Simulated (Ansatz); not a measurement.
`[SiH3][SiH2][NH][GeH3]` + `O[Si]Br` → `[SiH3]O[Si]Br` + `[SiH3][NH][GeH3]` at 500 K and 1 bar (cleavage of the Si–Si bond).

Program: Ansatz. Geometries: PBE0-D4/def2-TZVP. ΔE: electronic, gas phase. CCSD(T)/CBS is the MP2 limit (def2-TZVPP, def2-QZVPP) plus CCSD(T) − MP2 in def2-TZVPP, frozen cores. For Br, Ge outer-core shells are correlated without core-valence functions, which leaves a few kJ/mol of doubt a bond. Scalar relativity is left out up to krypton. Each species was taken in one conformer, which may not be the lowest.

```
                 species  CCSD(T)/CBS energy (Eh)  H − E (kJ/mol)  S (J/(mol·K))
`[SiH3][SiH2][NH][GeH3]`              -2714.39913           272.8          488.4
               `O[Si]Br`              -2938.23569            65.4          323.3
         `[SiH3]O[Si]Br`              -3228.55316           121.4          404.8
      `[SiH3][NH][GeH3]`              -2424.11992           212.4          403.9
```

H − E and S are ideal-gas, rigid-rotor, harmonic terms from PBE0-D4/def2-TZVP, for one conformer and one mirror image of each species. 1 Eh = 2625.50 kJ/mol, R = 8.31446 J/(mol·K).

Q: By hand: ΔE, ΔH, ΔS and ΔG.

A: ΔE = (-3228.55316) + (-2424.11992) − (-2714.39913) − (-2938.23569) = -0.03826 Eh = -100.5 kJ/mol. Δ(H − E) = 121.4 + 212.4 − 272.8 − 65.4 = -4.4, so ΔH = -104.9 kJ/mol. ΔS = 404.8 + 403.9 − 488.4 − 323.3 = -3.0 J/(mol·K). ΔG = -104.9 − 500 × (-3.0)/1000 = -103.4 kJ/mol.

Q: By hand: the equilibrium constant, and the temperature at which ΔG would vanish if ΔH and ΔS stayed fixed.

A: log₁₀ K = −ΔG/(RT ln 10) = 10.8. ΔG = 0 at ΔH/ΔS = 34967 K, far beyond where these terms or the molecules hold.

The number of gas molecules stays the same, so ΔS is small and ΔH decides. A doubt of 5 kJ/mol in ΔE shifts log₁₀ K by 0.5 here. Other conformers and mirror images would add mixing entropy, several J/(mol·K) or more a flexible species. Modes under 60 cm⁻¹, often nearly free rotors, make the harmonic entropy too high. These are equilibria of isolated gas molecules and say nothing of rates. Largest T1 diagnostic: 0.012 (customary marks: 0.02 for closed shells, 0.045 for open ones).
